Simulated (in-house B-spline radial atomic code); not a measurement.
**Ce²¹⁺: [Kr] 4d1**

Method: Dirac-Kohn-Sham LDA VWN5, spherical fractional occupations, Fermi nucleus of rms radius 4.8771 fm. Calculated with a B-spline radial code for spherical atoms.

Effective charges: Z_r = [3n² - l(l+1)]/(2<r>) from the radius, Z_e = n√(-2ε) from the energy, and Slater's rules. Values are occupation-weighted means over j. An effective charge above Z reflects the relativistic contraction of the inner shells.

```csv
shell,electrons,ε (eV),<r> (bohr),Z_r,Z_e,Slater
1s,2,-40774,0.02459,60.99,54.74,57.70
2s,2,-7016.6,0.1047,57.28,45.42,53.85
2p,6,-6364.1,0.09204,54.32,43.26,53.85
3s,2,-1941.6,0.2767,48.79,35.84,46.75
3p,6,-1732.2,0.2739,45.64,33.85,46.75
3d,10,-1430.2,0.2503,41.95,30.76,36.85
4s,2,-778.27,0.593,40.47,30.25,30.25
4p,6,-703.64,0.6123,37.56,28.77,30.25
4d,1,-594.85,0.6307,33.30,26.45,22.00
```

The least bound orbital is 4d5/2 at -592.9 eV, and it is also the most diffuse (<r> = 0.633 bohr).

Spin-orbit splittings of the orbital energies (j = l + 1/2 above j = l - 1/2 when positive): 2p 446.5 eV, 3p 89.35 eV, 3d 19.41 eV, 4p 23.81 eV, 4d 4.838 eV.

For the 1s electron the small component carries 4.6 % of the norm, the zero-frequency Breit interaction raises the level by 109.6 eV, self-energy by 63.88 eV, and vacuum polarisation lowers it by 9.514 eV.
